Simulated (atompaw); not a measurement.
Pseudopotential generation for neon: PAW (atompaw), PBE, scalar-relativistic.

atompaw 4.2.0.5 was run on this input:

```
Ne 10
GGA-PBE scalarrelativistic loggrid 1500 logderivrange -8 5 326
2 2 0 0 0 0
2 1 4
0 0 0
c
v
v
1
0.90 0.70 0.85 0.70
y
-5.15
n
y
-2.35
n
bloechl gaussian
2 1 troulliermartins
PWSCFOUT
UPFDX 0.0125d0 UPFXMIN -7.d0 UPFZMESH 10.d0
END
```

Command:

```bash
atompaw < Ne.input > Ne.log
```

Output (summary file):

```
[... start of the log left out ...]
 Completed calculations for Ne (SC)

 Exchange-correlation type: GGA, Perdew-Burke-Ernzerhof

 Radial integration grid is logarithmic
 r0 =   7.7054372E-04 h =   7.7054372E-03   n =      1500 rmax =   8.0000000E+01

 Scalar relativistic calculation

 SCatom converged in   1 iterations
   nz     =  10.00
   delta  =       8.506987029266E-20

 Valence Electron Orbital energies:
  n  l      occupancy      energy
   2  0      2.0000000E+00 -5.7424603E+00
   2  1      4.0000000E+00 -4.0294238E+00

 Total energy
   Total                    :     -253.19489904575673
   Valence                  :      -77.19571379791813

 PAW parameters:
       lmax =            1
         rc =   0.90178214684101432
        irc =          918
   rc_shape =   0.70455049955980142
    rc_vloc =   0.85438981953454662
    rc_core =   0.70455049955980142

iter nodes cp cpmin cpmax 999 1 1.8659510E+01 1.8350628E+01 1.0000000E+02
iter nodes del 999 1 -1.3409577660696026
bsolv iter cp 1000 18.960798888894530
iter nodes cp cpmin cpmax 1000 1 1.8960799E+01 1.8350628E+01 1.0000000E+02
iter nodes del 1000 1 -1.1047752227476113
terminating projector 1000
```

The run stopped because the iteration for the Blöchl projector did not settle.

The run took about 0.25 s on one core of a shared server CPU.
